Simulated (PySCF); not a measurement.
Cl, charge +1, triplet. Base run: B3LYP/STO-3G run with PySCF.

Geometry (Å):
```xyz
1

Cl     0.0000     0.0000     0.0000
```
Charge +1, spin multiplicity 3.
Orbitals are unrestricted.
All else is at PySCF's defaults.

Variants of this job, named by their change:

```tsv
change	basis functions	E (Eh)	HOMO (eV)
base	9	-454.65605	-20.41
basis = ANO-RCC-VDZP; relativity = spin-free X2C	18	-461.11511	-19.57
basis = cc-pVDZ-DK; relativity = spin-free X2C	18	-461.09879	-19.63
basis = cc-pVDZ-DK; relativity = spin-free X2C; nucleus = Gaussian (with mol.nucmod = 'G')	18	-461.09831	-19.63
basis = jorge-DZP-DKH; relativity = spin-free X2C	24	-461.10632	-19.60
basis = ANO-RCC-VDZP; relativity = none	18	-459.30937	-19.59
basis = cc-pVDZ-DK; relativity = none	18	-459.33159	-19.66
basis = jorge-DZP-DKH; relativity = spin-free X2C; nucleus = Gaussian (with mol.nucmod = 'G')	24	-461.10585	-19.60
basis = ANO-RCC-VDZP; relativity = spin-free X2C; nucleus = Gaussian (with mol.nucmod = 'G')	18	-461.11462	-19.57
basis = jorge-DZP-DKH; relativity = none	24	-459.47363	-19.62
```

Totals shift with the method and basis; they matter in differences.

Open shells are given as the SCF converged; they aren't shown to be the lowest states, and a large step between rows can be another state.

Basis sets contracted for a relativistic Hamiltonian are a mismatch without it, so the rows without relativity aren't non-relativistic limits. No row has spin-orbit coupling; sets with core potentials leave out the core electrons.
